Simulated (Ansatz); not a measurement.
Calculated with Ansatz (gas phase, PBE0-D4/def2-TZVP geometries, no zero-point term in ΔE). CCSD(T)/CBS is the MP2 limit (def2-TZVPP, def2-QZVPP) plus CCSD(T) − MP2 in def2-TZVPP, frozen cores. Double bonds are as drawn, so ΔE can hold a change between cis and trans. DFT in def2-TZVPP. B3LYP here is the variant with VWN-RPA as its local correlation; programs differ in this. For Se outer-core shells are correlated without core-valence functions, which leaves a few kJ/mol of doubt a bond. Scalar relativity is left out up to krypton. One conformer a species, not always the lowest.

Consider the substitution at a C–C bond: `BC/C(C)=C\F` + `N=C[SeH]` → `BC/N=C/[SeH]` + `C/C=C\F`.

```
             level  ΔE (kJ/mol)  difference from CCSD(T)/CBS
         r2SCAN-D4         35.8                          5.5
           PBE0-D4         33.3                          3.0
          B3LYP-D4         21.3                         -9.0
           ωB97X-V         26.6                         -3.7
           ωB97M-V         31.6                          1.3
            r2SCAN         35.0                          4.7
              PBE0         30.0                         -0.3
             B3LYP         14.6                        -15.7
    MP2/def2-TZVPP         38.8                          8.5
SCS-MP2/def2-TZVPP         28.6                         -1.7
   CCSD/def2-TZVPP         25.0                         -5.3
CCSD(T)/def2-TZVPP         30.9                          0.6
     HF/def2-QZVPP         -2.5                        -32.8
    MP2/def2-QZVPP         38.5                          8.2
SCS-MP2/def2-QZVPP         28.0                         -2.3
     MP2/CBS(def2)         38.2                          7.9
       CCSD(T)/CBS         30.3                            0
```

Largest T1 diagnostic among the species: 0.012.

In def2-TZVPP, CCSD(T) changes the Hartree–Fock value by +33.3 kJ/mol (the triples alone add +5.9 kJ/mol) and MP2 by +41.2 kJ/mol. The D4 term adds +6.6 kJ/mol with B3LYP and +3.3 kJ/mol with PBE0; it sums over pairs of atoms, weighted by their polarisabilities, and B3LYP, whose exchange is more repulsive, gets the larger term.
